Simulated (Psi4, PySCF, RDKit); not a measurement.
Torsional profile of SMILES [SiH3][SiH2]Br. Scanned: dihedral H4–Si1–Si2–Br3; all other coordinates were relaxed at B3LYP-D3(BJ)/def2-SVP. Heavy atoms are numbered in the order of the SMILES [SiH3][SiH2]Br, hydrogens after them in the order of the atoms that carry them; the mirror image has the same energies with the sign of each dihedral reversed.

- RKS-B3LYP/6-31G* = restricted B3LYP/6-31G*, spherical d // B3LYP-D3(BJ)/def2-SVP (PySCF)
- RKS-M06-2X/6-31G* = PySCF 2.14.0 with restricted M06-2X/6-31G*, spherical d // B3LYP-D3(BJ)/def2-SVP
- UFF // B3LYP-D3(BJ)/def2-SVP (RDKit)
- MP2/cc-pVTZ = DF-MP2 (frozen core)/cc-pVTZ // B3LYP-D3(BJ)/def2-SVP in Psi4

Energies relative to the lowest point of each profile, in kJ/mol; the last columns give the difference from MP2:

```json
[
 {"φ / °": "0", "RKS-B3LYP/6-31G*": "4.50", "RKS-M06-2X/6-31G*": "4.54", "UFF": "7.25", "MP2/cc-pVTZ": "5.09", "RKS-B3LYP/6-31G* − MP2/cc-pVTZ": "-0.60", "RKS-M06-2X/6-31G* − MP2/cc-pVTZ": "-0.56", "UFF − MP2/cc-pVTZ": "2.16"},
 {"φ / °": "10", "RKS-B3LYP/6-31G*": "4.23", "RKS-M06-2X/6-31G*": "4.25", "UFF": "6.74", "MP2/cc-pVTZ": "4.75", "RKS-B3LYP/6-31G* − MP2/cc-pVTZ": "-0.52", "RKS-M06-2X/6-31G* − MP2/cc-pVTZ": "-0.50", "UFF − MP2/cc-pVTZ": "1.99"},
 {"φ / °": "20", "RKS-B3LYP/6-31G*": "3.38", "RKS-M06-2X/6-31G*": "3.40", "UFF": "5.32", "MP2/cc-pVTZ": "3.79", "RKS-B3LYP/6-31G* − MP2/cc-pVTZ": "-0.41", "RKS-M06-2X/6-31G* − MP2/cc-pVTZ": "-0.39", "UFF − MP2/cc-pVTZ": "1.53"},
 {"φ / °": "30", "RKS-B3LYP/6-31G*": "2.27", "RKS-M06-2X/6-31G*": "2.26", "UFF": "3.47", "MP2/cc-pVTZ": "2.51", "RKS-B3LYP/6-31G* − MP2/cc-pVTZ": "-0.24", "RKS-M06-2X/6-31G* − MP2/cc-pVTZ": "-0.24", "UFF − MP2/cc-pVTZ": "0.97"},
 {"φ / °": "40", "RKS-B3LYP/6-31G*": "1.15", "RKS-M06-2X/6-31G*": "1.13", "UFF": "1.72", "MP2/cc-pVTZ": "1.22", "RKS-B3LYP/6-31G* − MP2/cc-pVTZ": "-0.08", "RKS-M06-2X/6-31G* − MP2/cc-pVTZ": "-0.10", "UFF − MP2/cc-pVTZ": "0.50"},
 {"φ / °": "50", "RKS-B3LYP/6-31G*": "0.36", "RKS-M06-2X/6-31G*": "0.30", "UFF": "0.56", "MP2/cc-pVTZ": "0.32", "RKS-B3LYP/6-31G* − MP2/cc-pVTZ": "0.04", "RKS-M06-2X/6-31G* − MP2/cc-pVTZ": "-0.02", "UFF − MP2/cc-pVTZ": "0.24"},
 {"φ / °": "60", "RKS-B3LYP/6-31G*": "0.00", "RKS-M06-2X/6-31G*": "0.00", "UFF": "0.00", "MP2/cc-pVTZ": "0.00", "RKS-B3LYP/6-31G* − MP2/cc-pVTZ": "0.00", "RKS-M06-2X/6-31G* − MP2/cc-pVTZ": "0.00", "UFF − MP2/cc-pVTZ": "0.00"},
 {"φ / °": "70", "RKS-B3LYP/6-31G*": "0.33", "RKS-M06-2X/6-31G*": "0.30", "UFF": "0.38", "MP2/cc-pVTZ": "0.34", "RKS-B3LYP/6-31G* − MP2/cc-pVTZ": "-0.02", "RKS-M06-2X/6-31G* − MP2/cc-pVTZ": "-0.05", "UFF − MP2/cc-pVTZ": "0.04"},
 {"φ / °": "80", "RKS-B3LYP/6-31G*": "1.02", "RKS-M06-2X/6-31G*": "1.12", "UFF": "1.57", "MP2/cc-pVTZ": "1.26", "RKS-B3LYP/6-31G* − MP2/cc-pVTZ": "-0.23", "RKS-M06-2X/6-31G* − MP2/cc-pVTZ": "-0.14", "UFF − MP2/cc-pVTZ": "0.31"},
 {"φ / °": "90", "RKS-B3LYP/6-31G*": "2.23", "RKS-M06-2X/6-31G*": "2.24", "UFF": "3.34", "MP2/cc-pVTZ": "2.51", "RKS-B3LYP/6-31G* − MP2/cc-pVTZ": "-0.27", "RKS-M06-2X/6-31G* − MP2/cc-pVTZ": "-0.27", "UFF − MP2/cc-pVTZ": "0.83"},
 {"φ / °": "100", "RKS-B3LYP/6-31G*": "3.30", "RKS-M06-2X/6-31G*": "3.36", "UFF": "5.20", "MP2/cc-pVTZ": "3.78", "RKS-B3LYP/6-31G* − MP2/cc-pVTZ": "-0.48", "RKS-M06-2X/6-31G* − MP2/cc-pVTZ": "-0.42", "UFF − MP2/cc-pVTZ": "1.42"},
 {"φ / °": "110", "RKS-B3LYP/6-31G*": "4.19", "RKS-M06-2X/6-31G*": "4.22", "UFF": "6.68", "MP2/cc-pVTZ": "4.73", "RKS-B3LYP/6-31G* − MP2/cc-pVTZ": "-0.54", "RKS-M06-2X/6-31G* − MP2/cc-pVTZ": "-0.51", "UFF − MP2/cc-pVTZ": "1.95"}
]
```

RKS-B3LYP/6-31G* is furthest from MP2/cc-pVTZ at 0 (-0.60 kJ/mol, below); its mean absolute difference over the points is 0.29 kJ/mol.

RKS-M06-2X/6-31G* is furthest from MP2/cc-pVTZ at 0 (-0.56 kJ/mol, below); its mean absolute difference over the points is 0.27 kJ/mol.

UFF is furthest from MP2/cc-pVTZ at 0 (2.16 kJ/mol, above); its mean absolute difference over the points is 0.99 kJ/mol.
